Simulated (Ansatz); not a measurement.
Gas-phase electronic energies from Ansatz, PBE0-D4/def2-TZVP geometries. CCSD(T)/CBS adds triple-zeta CCSD(T) − MP2 to the extrapolated MP2 energy (def2 sets, frozen cores). Functionals use def2-TZVPP. B3LYP here is the variant with VWN-RPA as its local correlation; programs differ in this. For Ga, Ge outer-core shells are correlated without core-valence functions, which leaves a few kJ/mol of doubt a bond. Scalar relativity is left out up to krypton. Each species was taken in one conformer, which may not be the lowest.

`[BH2][GeH2][CH2][SiH3]` + `[OH][GaH2]` → `[SiH3][O][GaH2]` + `[BH2][GeH2][CH3]`  (ligand exchange at the Si–C bond)

| level | ΔE (kJ/mol) |
| --- | --- |
| r2SCAN-D4 | -95.9 |
| ωB97X-V | -97.3 |
| ωB97M-V | -96.0 |
| r2SCAN | -96.8 |
| B3LYP | -105.2 |
| SCS-MP2/def2-TZVPP | -103.7 |
| SCS-MP2/def2-QZVPP | -102.9 |
| CCSD/CBS(def2) | -99.1 |

Task: What does CCSD(T)/CBS give? (Best estimate.)

Result: Computed: -95.2 kJ/mol. The listed levels differ from it by -0.7, -2.1, -0.8, -1.6, -10.0, -8.5, -7.7, -3.9 kJ/mol.

Largest T1 diagnostic among the species: 0.015.

The D4 term adds +4.6 kJ/mol with B3LYP and +2.7 kJ/mol with PBE0; it sums over pairs of atoms, weighted by their polarisabilities, and B3LYP, whose exchange is more repulsive, gets the larger term. In def2-TZVPP, CCSD(T) changes the Hartree–Fock value by +27.6 kJ/mol (the triples alone add +3.9 kJ/mol) and MP2 by +27.4 kJ/mol.
